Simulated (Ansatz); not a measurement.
Cost and result up the ladder for W(SH)F5 (HWSF₅) (8 atoms). Charge 0, multiplicity 1. Geometry: PBE-D4/def2-SVP.

```
atom   x (Å)   y (Å)   z (Å)
  W1   0.269   0.296  -0.173
  S2  -1.559  -1.237  -0.176
  H3  -1.462  -1.672   1.111
  F4   1.755   1.420   0.129
  F5  -0.245   0.573  -1.938
  F6   0.446  -0.270   1.599
  F7   1.539  -0.916  -0.822
  F8  -0.743   1.806   0.271
```

Ansatz; hardware A = 2 threads of AMD EPYC 7R13 on a shared host; B = 2 threads of AMD EPYC 7R13 on a shared host and a share (18 GiB) of an NVIDIA H100 80GB HBM3. Times are rough, and most runs start from the orbitals of an earlier one. ωB97X-V/def2-TZVPD serves as the yardstick here, not as an exact answer. Differences are given only for rows in sets of like size (and for xTB, whose basis is part of the method), since another set adds its own error. Binding counts from free atoms at the same level (W quintet, S triplet, H doublet, F doublet; other spins of the atoms weren't run), without zero-point energy or a counterpoise term.

In the def2 sets W takes a core potential; there is no spin–orbit coupling. Correlated methods freeze 10 core orbitals; core or outer-core shells of W are correlated, in sets that lack core-valence functions. The rows differ in basis, and correlated rows in double-zeta sets carry the largest basis error.

Correlated methods converge slowly with the basis, most of all in double-zeta sets.

```json
{"level": "MP2/def2-TZVP [A]", "functions": "238", "binding energy per atom (eV)": "4.33", "difference from ωB97X-V/def2-TZVPD (eV)": "0.11", "remarks": "test for broken spin undecided"}
{"level": "ωB97X-V/def2-TZVP [A]", "functions": "238", "binding energy per atom (eV)": "4.22", "difference from ωB97X-V/def2-TZVPD (eV)": "0.00", "remarks": "–"}
{"level": "B97M-V/def2-TZVP [A]", "functions": "238", "binding energy per atom (eV)": "4.29", "difference from ωB97X-V/def2-TZVPD (eV)": "0.07", "remarks": "–"}
{"level": "CCSD(T)/def2-SVP [B]", "functions": "125", "binding energy per atom (eV)": "3.89", "difference from ωB97X-V/def2-TZVPD (eV)": "–", "remarks": "test for broken spin undecided"}
{"level": "ωB97X-V/def2-TZVPD [B]", "functions": "298", "binding energy per atom (eV)": "4.22", "difference from ωB97X-V/def2-TZVPD (eV)": "0.00", "remarks": "–"}
```

Q: Estimate how long each takes.

A: MP2/def2-TZVP [A] 7 s; CCSD(T)/def2-SVP [B] 12 s; B97M-V/def2-TZVP [A] 13 s; ωB97X-V/def2-TZVPD [B] 13 s; ωB97X-V/def2-TZVP [A] 15 s. On shared hardware such times vary by a factor of up to 3.
